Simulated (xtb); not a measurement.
xtb input (GFN2-xTB):

```bash
xtb mol.xyz --gfn 2 --sp --chrg 0 --uhf 0
```
mol.xyz:
```
13

C     -2.59774172    -0.42632039     0.60810626
C     -1.41745380    -0.36831396     0.00583029
Cl    -1.19745541     0.66591368    -1.40687060
Si     0.12282285    -1.30681289     0.49816193
O      1.34971882    -0.27025203     0.77571094
Si     2.17844938     1.05486442     0.26963314
H     -3.46137251     0.13100542     0.26701982
H     -2.71931758    -1.05531549     1.48170391
H     -0.17940197    -2.04901298     1.73966254
H      0.48745023    -2.23068284    -0.59682622
H      3.41971082     1.13770176     1.06903853
H      2.51771043     0.92985550    -1.16564540
H      1.36757417     2.27301674     0.48340898
```

Output:

```
           -------------------------------------------------
          |                Calculation Setup                |
           -------------------------------------------------

           -------------------------------------------------
          |                 G F N 2 - x T B                 |
           -------------------------------------------------

        Reference                      10.1021/acs.jctc.8b01176
      * Hamiltonian:
        H0-scaling (s, p, d)           1.850000    2.230000    2.230000
        zeta-weighting                 0.500000
      * Dispersion:
        s8                             2.700000
        a1                             0.520000
        a2                             5.000000
        s9                             5.000000
      * Repulsion:
        kExp                           1.500000    1.000000
        rExp                           1.000000
      * Coulomb:
        alpha                          2.000000
        third order                    shell-resolved
        anisotropic                    true
        a3                             3.000000
        a5                             4.000000
        cn-shift                       1.200000
        cn-exp                         4.000000
        max-rad                        5.000000

          ...................................................
          :                      SETUP                      :
          :.................................................:
          :  # basis functions                  49          :
          :  # atomic orbitals                  46          :
          :  # shells                           22          :
          :  # electrons                        36          :
          :  max. iterations                   250          :
          :  Hamiltonian                  GFN2-xTB          :
          :  restarted?                      false          :
          :  GBSA solvation                  false          :
          :  PC potential                    false          :
          :  electronic temp.          300.0000000     K    :
          :  accuracy                    1.0000000          :
          :  -> integral cutoff          0.2500000E+02      :
          :  -> integral neglect         0.1000000E-07      :
          :  -> SCF convergence          0.1000000E-05 Eh   :
          :  -> wf. convergence          0.1000000E-03 e    :
          :  Broyden damping             0.4000000          :
          :  net charge                          0          :
          :  unpaired electrons                  0          :
          ...................................................

 iter      E             dE          RMSdq      gap      omega  full diag
   1    -20.0390817 -0.200391E+02  0.742E+00    4.71       0.0  T
   2    -20.1658441 -0.126762E+00  0.399E+00    4.12       1.0  T
   3    -20.1609682  0.487594E-02  0.234E+00    4.01       1.0  T
   4    -20.1640268 -0.305857E-02  0.143E+00    4.20       1.0  T
   5    -20.1716870 -0.766022E-02  0.524E-01    4.12       1.0  T
   6    -20.1726523 -0.965351E-03  0.262E-01    4.14       1.0  T
   7    -20.1728497 -0.197338E-03  0.104E-01    4.14       1.0  T
   8    -20.1728564 -0.675564E-05  0.346E-02    4.14       1.0  T
   9    -20.1728581 -0.163693E-05  0.232E-02    4.14       1.2  T
  10    -20.1728595 -0.141142E-05  0.137E-02    4.14       2.0  T
  11    -20.1728600 -0.522946E-06  0.893E-03    4.14       3.1  T
  12    -20.1728601 -0.130267E-06  0.772E-03    4.14       3.6  T
  13    -20.1728605 -0.365843E-06  0.251E-03    4.14      11.1  T
  14    -20.1728605 -0.175298E-07  0.121E-03    4.14      22.9  T
  15    -20.1728605 -0.252564E-08  0.461E-04    4.14      60.2  T
  16    -20.1728605 -0.842661E-09  0.153E-04    4.14     181.1  T

   *** convergence criteria satisfied after 16 iterations ***

         #    Occupation            Energy/Eh            Energy/eV
      -------------------------------------------------------------
         1        2.0000           -1.0454212             -28.4474
       ...           ...                  ...                  ...
        12        2.0000           -0.4610732             -12.5464
        13        2.0000           -0.4349690             -11.8361
        14        2.0000           -0.4332578             -11.7895
        15        2.0000           -0.4220870             -11.4856
        16        2.0000           -0.4188058             -11.3963
        17        2.0000           -0.3998736             -10.8811
        18        2.0000           -0.3978557             -10.8262 (HOMO)
        19                         -0.2456571              -6.6847 (LUMO)
        20                         -0.1955769              -5.3219
        21                         -0.1836342              -4.9969
        22                         -0.1783594              -4.8534
        23                         -0.1638962              -4.4598
       ...                                ...                  ...
        46                          0.8241381              22.4259
      -------------------------------------------------------------
                  HL-Gap            0.1521986 Eh            4.1415 eV
             Fermi-level           -0.3217564 Eh           -8.7554 eV

 SCC (total)                   0 d,  0 h,  0 min,  0.010 sec
 SCC setup                      ...        0 min,  0.000 sec (  0.709%)
 Dispersion                     ...        0 min,  0.000 sec (  0.420%)
 classical contributions        ...        0 min,  0.000 sec (  0.136%)
 integral evaluation            ...        0 min,  0.001 sec ( 13.267%)
 iterations                     ...        0 min,  0.006 sec ( 55.711%)
 molecular gradient             ...        0 min,  0.003 sec ( 29.036%)
 printout                       ...        0 min,  0.000 sec (  0.653%)

         :::::::::::::::::::::::::::::::::::::::::::::::::::::
         ::                     SUMMARY                     ::
         :::::::::::::::::::::::::::::::::::::::::::::::::::::
         :: total energy             -20.002655979319 Eh    ::
         :: gradient norm              0.030312138101 Eh/a0 ::
         :: HOMO-LUMO gap              4.141535376402 eV    ::
         ::.................................................::
         :: SCC energy               -20.172835548851 Eh    ::
         :: -> isotropic ES            0.050783852315 Eh    ::
         :: -> anisotropic ES          0.003076736194 Eh    ::
         :: -> anisotropic XC          0.005973437563 Eh    ::
         :: -> dispersion             -0.010778032515 Eh    ::
         :: repulsion energy           0.170179569532 Eh    ::
         :: add. restraining           0.000000000000 Eh    ::
         :: total charge               0.000000000000 e     ::
         :::::::::::::::::::::::::::::::::::::::::::::::::::::

           -------------------------------------------------
          |                Property Printout                |
           -------------------------------------------------

    * Orbital Energies and Occupations

         #    Occupation            Energy/Eh            Energy/eV
      -------------------------------------------------------------
         1        2.0000           -1.0454212             -28.4474
       ...           ...                  ...                  ...
         6        2.0000           -0.5482460             -14.9185
         7        2.0000           -0.5134874             -13.9727
         8        2.0000           -0.4998298             -13.6011
         9        2.0000           -0.4963047             -13.5051
        10        2.0000           -0.4935214             -13.4294
        11        2.0000           -0.4769650             -12.9789
        12        2.0000           -0.4610732             -12.5464
        13        2.0000           -0.4349690             -11.8361
        14        2.0000           -0.4332578             -11.7895
        15        2.0000           -0.4220870             -11.4856
        16        2.0000           -0.4188058             -11.3963
        17        2.0000           -0.3998736             -10.8811
        18        2.0000           -0.3978557             -10.8262 (HOMO)
        19                         -0.2456571              -6.6847 (LUMO)
        20                         -0.1955769              -5.3219
        21                         -0.1836342              -4.9969
        22                         -0.1783594              -4.8534
        23                         -0.1638962              -4.4598
        24                         -0.1555969              -4.2340
        25                         -0.1321539              -3.5961
        26                         -0.1226764              -3.3382
        27                         -0.0682973              -1.8585
        28                         -0.0586961              -1.5972
        29                          0.0245984               0.6694
       ...                                ...                  ...
        46                          0.8241381              22.4259
      -------------------------------------------------------------
                  HL-Gap            0.1521986 Eh            4.1415 eV
             Fermi-level           -0.3217564 Eh           -8.7554 eV

     #   Z          covCN         q      C6AA      α(0)
     1   6 C        2.889    -0.095    30.395     9.039
     2   6 C        2.748    -0.024    28.590     8.755
     3  17 Cl       1.006    -0.195   105.298    15.699
     4  14 Si       3.646     0.535    96.699    18.855
     5   8 O        1.539    -0.428    21.481     6.252
     6  14 Si       3.589     0.527    97.586    18.983
     7   1 H        0.925     0.061     2.187     2.313
     8   1 H        0.925     0.051     2.304     2.374
     9   1 H        0.914    -0.079     4.894     3.460
    10   1 H        0.914    -0.078     4.839     3.441
    11   1 H        0.914    -0.091     5.255     3.586
    12   1 H        0.913    -0.093     5.323     3.609
    13   1 H        0.914    -0.091     5.276     3.593

 Mol. C6AA /au·bohr⁶  :       3522.883096
 Mol. C8AA /au·bohr⁸  :     129058.242497
 Mol. α(0) /au        :         99.958132

Wiberg/Mayer (AO) data.
largest (>0.10) Wiberg bond orders for each atom

 ---------------------------------------------------------------------------
     #   Z sym  total        # sym  WBO       # sym  WBO       # sym  WBO
 ---------------------------------------------------------------------------
     1   6 C    3.988 --     2 C    1.948     7 H    0.970     8 H    0.970
     2   6 C    3.872 --     1 C    1.948     3 Cl   0.973     4 Si   0.844
     3  17 Cl   1.109 --     2 C    0.973
     4  14 Si   3.831 --     5 O    1.139    10 H    0.881     9 H    0.879
                             2 C    0.844
     5   8 O    2.362 --     4 Si   1.139     6 Si   1.041
     6  14 Si   3.773 --     5 O    1.041    12 H    0.893    13 H    0.892
                            11 H    0.892
     7   1 H    0.996 --     1 C    0.970
     8   1 H    0.997 --     1 C    0.970
     9   1 H    0.994 --     4 Si   0.879
    10   1 H    0.994 --     4 Si   0.881
    11   1 H    0.991 --     6 Si   0.892
    12   1 H    0.991 --     6 Si   0.893
    13   1 H    0.992 --     6 Si   0.892
 ---------------------------------------------------------------------------

Topologies differ in total number of bonds
Writing topology from bond orders to xtbtopo.mol

molecular dipole:
                 x           y           z       tot (Debye)
 q only:        0.205      -0.407       0.492
   full:       -0.064      -0.267       0.358       1.147
molecular quadrupole (traceless):
                xx          xy          yy          xz          yz          zz
Note: The following floating-point exceptions are signalling: IEEE_UNDERFLOW_FLAG IEEE_DENORMAL
normal termination of xtb
 q only:        1.663       3.420       1.687      -3.314       0.482      -3.350
  q+dip:        1.712       0.551      -0.621      -3.569       0.637      -1.091
   full:        1.732       1.976       0.461      -3.208       0.191      -2.193

           -------------------------------------------------
          | TOTAL ENERGY              -20.002655979319 Eh   |
          | GRADIENT NORM               0.030312138101 Eh/α |
          | HOMO-LUMO GAP               4.141535376402 eV   |
           -------------------------------------------------

------------------------------------------------------------------------
------------------------------------------------------------------------
 total:
 SCF:
```
